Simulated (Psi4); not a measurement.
ethyl methyl carbonate (C$_{4}$H$_{8}$O$_{3}$), singlet, at a GFN2-xTB geometry. Base run: B3LYP/6-31G (Psi4).

The Psi4 input:
```
memory 2 GB

molecule mol {
0 1
  C    -3.033521   -0.411638   -0.034809
  C    -1.770025    0.350314    0.316229
  O    -0.651619   -0.388281   -0.186657
  C     0.543142    0.144232    0.047121
  O     0.750808    1.169785    0.632152
  O     1.479415   -0.650622   -0.475858
  C     2.819482   -0.207936   -0.304952
  H    -3.010686   -1.399798    0.415705
  H    -3.899487    0.129935    0.334265
  H    -3.114096   -0.523906   -1.112223
  H    -1.766949    1.349051   -0.134229
  H    -1.660435    0.465920    1.400195
  H     3.443923   -0.972258   -0.759591
  H     2.970010    0.754233   -0.798475
  H     3.054417   -0.100063    0.755720
}

set basis 6-31g
set reference rks

energy('b3lyp')
print_variables()
```

Variants of this job, named by their change:

```csv
change,E (Eh),dipole (D),core-seconds (rough),outcome
base,-382.78720,0.20,10,converged
functional = bp86,-382.79342,0.23,9,converged
functional = wb97x,-382.68653,0.18,10,converged
functional = wb97x-v,-,-,-,cut at the time limit
functional = m06-2x,-382.61996,0.20,10,converged
functional = r2scan,-382.57835,0.23,30,converged
functional = wb97m-v,-,-,-,cut at the time limit
functional = svwn,-380.81815,0.22,6,converged
functional = m06,-382.57212,0.21,10,converged
functional = revpbe,-382.67537,0.24,10,converged
functional = tpssh,-382.80115,0.21,20,converged
functional = pw6b95,-383.23179,0.20,10,converged
functional = mn15,-382.34975,0.18,10,converged
```

Totals shift with the method and basis; they matter in differences.
